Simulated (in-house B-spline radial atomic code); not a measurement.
Settings and results of a run for Zn7+. Method: Dirac-Kohn-Sham BP86, spherical fractional occupations, Fermi nucleus of rms radius 3.9283 fm. Calculated with an all-electron radial atomic-structure program (B-spline basis).

Command:
```bash
python run_scf.py task.json out
```
Settings (nuclear radius in fm, mass in u):
```
Z                30
configuration    [Ar] 3d5
hamiltonian      dirac
method           b88,p86
spin_polarised   False
nucleus          fermi
rms_radius       3.9283
atomic_mass      63.92914
speed_of_light   137.035999084
```

Output (hartree, bohr):
```
 radial grid: 65 intervals, B-splines of order 8, outer radius 8.961 bohr

 iter        energy (Eh)    residual
    1       -1758.642668    1.17e+00
    2       -1773.601987    6.73e-01
    3       -1778.897863    1.76e-01
    4       -1779.358883    4.29e-02
    5       -1779.377217    2.48e-02
    6       -1779.386868    1.31e-03
    7       -1779.386886    3.02e-05
    8       -1779.386886    1.01e-06
    9       -1779.386886    5.51e-09

 total energy                     -1779.38689
 kinetic                            1813.1620
 electron-nucleus                  -4158.2685
 Hartree                             632.7435
 exchange-correlation                -67.0239

 first-order corrections (not in the total)
   Gaunt                             0.8403
   retardation                      -0.0772
   frequency dependence             -0.0026
   self-energy                       0.5617
   Uehling                          -0.0516
   Wichmann-Kroll                    0.0004
   recoil                            0.0115

 orbital      occ     eigenvalue          <r>       <r^2>       <1/r>       r_max    small
 1s1/2      2.000      -355.9647     0.050304  0.00340473     30.2298      0.0329  1.17e-02
 2s1/2      2.000       -48.5818     0.225817   0.0602055     6.62384      0.1893  2.24e-03
 2p1/2      2.000       -43.4937     0.195831   0.0471064     6.57852      0.1502  2.23e-03
 2p3/2      4.000       -42.6166      0.19923   0.0486234     6.42159       0.153  2.19e-03
 3s1/2      2.000       -10.2338     0.649722    0.483771     2.19972      0.5767  5.51e-04
 3p1/2      2.000        -8.5899     0.657552    0.503382     2.09627      0.5705  5.12e-04
 3p3/2      4.000        -8.4601     0.665611     0.51552     2.06102      0.5777  5.03e-04
 3d3/2      2.000        -5.7063     0.671331    0.543779     1.84944      0.5173  4.16e-04
 3d5/2      3.000        -5.6863     0.673853    0.547657     1.84117      0.5193  4.14e-04
```

Time taken, with all properties: 1.5 s on 1 thread of Arm Neoverse V1, on a shared host.

For the Dirac Hamiltonian the kinetic term is c α·p + (β - 1)c².
